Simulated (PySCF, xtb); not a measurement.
CH₅FOSi₂, SMILES F[Si@H]1CO[SiH2]1.

GFN2-xTB run with xtb at its own geometry gives an orbital gap of 3.83 eV and a dipole moment of 1.80 D.

The structure is a stationary point at B3LYP-D3(BJ)/def2-SVP. The structure was generated by enumeration; whether it is a known compound was not checked.

### Question
What does B3LYP/def2-TZVP run with PySCF give? (The exact figures need the calculation; the answer reports its results.)

### Answer
gap 6.70 eV (levels -7.65 and -0.96 eV), dipole 0.89 D.
